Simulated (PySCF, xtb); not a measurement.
pent-1-en-4-yne (C5H6), SMILES C(C=C)C#C. Other conformers were not sampled.

Harmonic wavenumbers (cm⁻¹) from GFN2-xTB run with xtb 6.7.1 at its own minimum, in rising order: 66, 171, 290, 398, 422, 619, 640, 669, 892, 903, 940, 1016, 1021, 1100, 1175, 1259, 1299, 1414, 1434, 1718, 2295, 2922, 2962, 3061, 3096, 3124, 3398.

Task: What does B3LYP-D3(BJ)/def2-SVP in PySCF give at its own minimum? (Estimate from the structure and the level; the computed values follow.)

Result: 86, 188, 344, 408, 477, 644, 689, 704, 895, 922, 949, 990, 1027, 1120, 1228, 1296, 1317, 1427, 1434, 1724, 2230, 3007, 3064, 3132, 3154, 3229, 3472. Paired by order, the mean absolute difference is 38 cm⁻¹ and the zero-point energies are 54.8 and 56.0 kcal/mol.
